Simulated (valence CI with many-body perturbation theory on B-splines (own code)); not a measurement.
E1 transitions of Rh40+

Level of theory: valence CI with perturbative core correlation (CI+MBPT): three valence electrons over a frozen Dirac-Fock core [He], a basis of 11 s, 11 p, 10 d, 8 f, 5 g, 2 h functions for each j, with the one-electron correlation potential Σ1, the two-electron term Σ2, the three-electron term Σ3, Breit, model QED; selected CI, second order for the rest, scaled by the run's own slope (own B-spline code, finite nucleus).

The last digits are not significant, and no measured levels were compared; by estimate large intervals hold to a few tenths of a per cent, small ones and those within an open d or f shell to about a per cent.

Lines 151 to 200 of 532 in falling wavelength, among levels below 368.57 Ry, chosen from the strongest by gf and those to the six lowest levels. Wavelengths and rates use the calculated energies. Electric multipoles are in the length gauge, E1 and E2 with the static RPA response of the core. Weak lines are less certain than strong ones. Lines between different terms over intervals too small for the method are left out, as are lines whose strength nearly cancels. The highest levels of a list are the least certain.

Levels are named by their leading jj configuration (3d3/2^4 stands for four electrons in 3d with j = 3/2), which in mixed levels can hold well under half, so a name can repeat and another be missing. Letters in brackets count levels of one name in rising energy.

```csv
λ vac (nm),Upper,Lower,A (s⁻¹),log gf,Branch %
1.119,(2s 2p1/2 4f5/2) J=5/2 [a],(2s 2p1/2 3d5/2) J=3/2,1.32e+12,-0.83,3.2
1.119,(2s 2p1/2 4p3/2) J=5/2,(2s 2p1/2 3d5/2) J=7/2,1.03e+12,-0.94,10.2
1.118,(2s 2p1/2 4f7/2) J=7/2 [a],(2s 2p1/2 3d5/2) J=5/2 [b],9.44e+11,-0.85,2.4
1.117,(2s 2p3/2 4s) J=5/2,(2s 2p3/2 3p3/2) J=5/2 [a],1.35e+12,-0.82,8.7
1.117,(2s 2p3/2 4p3/2) J=5/2 [b],(2s 2p3/2 3d5/2) J=7/2 [b],1.07e+12,-0.92,3.9
1.114,(2p1/2^2 4s) J=1/2,(2p1/2^2 3p3/2) J=3/2,5.17e+12,-0.72,33.4
1.113,(2s 2p3/2 4f5/2) J=3/2,(2s 2p3/2 3d5/2) J=1/2,1.53e+12,-0.94,3.8
1.112,(2s 2p3/2 4s) J=3/2 [a],(2s 2p3/2 3p3/2) J=5/2 [a],2.06e+12,-0.82,10.3
1.112,(2s 2p1/2 4f7/2) J=7/2 [a],(2s 2p3/2 3s) J=5/2,3.22e+12,-0.32,8.1
1.111,(2s 2p1/2 4s) J=1/2 [a],(2s 2p1/2 3p3/2) J=3/2 [a],5.18e+12,-0.72,30.0
1.111,(2s 2p1/2 4s) J=3/2,(2s 2p1/2 3p3/2) J=5/2,3.99e+12,-0.53,21.1
1.110,(2s 2p3/2 4p3/2) J=7/2,(2s 2p3/2 3d5/2) J=9/2,9.47e+11,-0.85,10.0
1.110,(2s 2p1/2 4s) J=1/2 [b],(2s 2p1/2 3p3/2) J=3/2 [b],3.16e+12,-0.93,19.4
1.109,(2s 2p3/2 4f7/2) J=3/2,(2s 2p3/2 3d5/2) J=1/2,2.42e+13,0.25,61.5
1.105,(2s 2p3/2 4f5/2) J=9/2,(2s 2p3/2 3d5/2) J=7/2 [a],1.40e+12,-0.59,3.5
1.104,(2s 2p1/2 4f5/2) J=7/2,(2s 2p1/2 3d5/2) J=5/2 [b],1.47e+12,-0.67,3.6
1.103,(2s^2 4s) J=1/2,(2s^2 3p3/2) J=3/2,4.14e+12,-0.82,21.9
1.103,(2s 2p3/2 4f7/2) J=7/2,(2s 2p3/2 3d5/2) J=7/2 [a],6.43e+12,-0.03,16.1
1.103,(2s 2p3/2 4f7/2) J=9/2,(2s 2p3/2 3d5/2) J=7/2 [a],3.60e+13,0.82,91.6
1.102,(2s 2p3/2 4s) J=5/2,(2s 2p3/2 3p3/2) J=7/2,3.39e+12,-0.43,21.8
1.102,(2s 2p3/2 4s) J=3/2 [b],(2s 2p3/2 3p3/2) J=5/2 [b],3.14e+12,-0.64,14.0
1.102,(2s 2p1/2 4f5/2) J=5/2 [b],(2s 2p1/2 3d5/2) J=3/2,1.78e+12,-0.71,4.4
1.101,(2s 2p1/2 4f7/2) J=5/2,(2s 2p1/2 3d5/2) J=5/2 [b],2.60e+12,-0.55,6.5
1.101,(2s 2p3/2 4s) J=3/2 [a],(2s 2p3/2 3p3/2) J=3/2 [a],1.76e+12,-0.89,8.8
1.101,(2s 2p1/2 4f7/2) J=7/2 [b],(2s 2p1/2 3d5/2) J=5/2 [b],2.70e+13,0.59,68.1
1.101,(2s 2p1/2 4f5/2) J=5/2 [a],(2s 2p1/2 3d3/2) J=3/2 [b],3.52e+12,-0.42,8.7
1.100,(2s 2p3/2 4f5/2) J=5/2,(2s 2p3/2 3d5/2) J=3/2 [a],1.47e+12,-0.80,3.6
1.100,(2p1/2^2 4f5/2) J=5/2,(2p1/2^2 3d5/2) J=5/2,2.48e+12,-0.57,6.2
1.099,(2s 2p1/2 4f7/2) J=5/2,(2s 2p1/2 3d5/2) J=3/2,3.31e+13,0.56,82.8
1.099,(2s 2p1/2 4f5/2) J=7/2,(2s 2p3/2 3s) J=5/2,1.63e+12,-0.63,4.0
1.097,(2p1/2^2 4f7/2) J=7/2,(2p1/2^2 3d5/2) J=5/2,3.72e+13,0.73,93.7
1.096,(2s 2p3/2 4f7/2) J=5/2,(2s 2p3/2 3d5/2) J=3/2 [a],2.41e+13,0.42,60.4
1.096,(2s 2p1/2 4f5/2) J=5/2 [a],(2s 2p1/2 3d5/2) J=5/2 [a],1.58e+12,-0.77,3.9
1.095,(2s 2p1/2 4f7/2) J=7/2 [b],(2s 2p3/2 3s) J=5/2,5.07e+12,-0.14,12.8
1.095,(2s 2p3/2 4f7/2) J=3/2,(2s 2p3/2 3d5/2) J=3/2 [a],1.05e+13,-0.12,26.8
1.094,(2s 2p1/2 4f7/2) J=7/2 [a],(2s 2p1/2 3d5/2) J=5/2 [a],2.43e+13,0.54,60.9
1.093,(2s 2p3/2 4f7/2) J=7/2,(2s 2p3/2 3d5/2) J=5/2 [a],2.99e+13,0.63,74.6
1.093,(2s 2p1/2 4f5/2) J=7/2,(2s 2p1/2 3d5/2) J=7/2,2.90e+12,-0.38,7.2
1.092,(2s^2 4f5/2) J=5/2,(2s^2 3d5/2) J=5/2,2.63e+12,-0.55,6.5
1.092,(2s 2p3/2 4f7/2) J=5/2,(2s 2p3/2 3d5/2) J=5/2 [a],1.14e+13,0.09,28.6
1.091,(2s^2 4f5/2) J=5/2,(2s 2p1/2 3p1/2) J=3/2,3.17e+12,-0.47,7.8
1.090,(2s 2p1/2 4f7/2) J=9/2,(2s 2p1/2 3d5/2) J=7/2,3.93e+13,0.84,98.6
1.090,(2s^2 4f7/2) J=7/2,(2s^2 3d5/2) J=5/2,3.96e+13,0.75,98.4
1.089,(2s 2p1/2 4f7/2) J=7/2 [b],(2s 2p1/2 3d5/2) J=7/2,2.78e+12,-0.40,7.0
1.085,(2s 2p1/2 4f7/2) J=7/2 [a],(2s 2p1/2 3d3/2) J=5/2,1.10e+13,0.19,27.6
1.084,(2s 2p1/2 4f5/2) J=3/2,(2s 2p1/2 3d3/2) J=3/2 [b],1.00e+13,-0.15,24.6
1.084,(2s 2p1/2 4f5/2) J=5/2 [b],(2s 2p1/2 3d3/2) J=3/2 [b],2.51e+13,0.42,61.9
1.084,(2s 2p1/2 4f5/2) J=3/2,(2s 2p1/2 3d3/2) J=1/2,2.71e+13,0.28,66.6
1.081,(2s 2p1/2 4f7/2) J=5/2,(2s 2p1/2 3d3/2) J=3/2 [b],1.93e+12,-0.69,4.8
1.081,(2s 2p3/2 4f5/2) J=9/2,(2s 2p3/2 3d5/2) J=9/2,5.71e+12,0.00,14.2
```
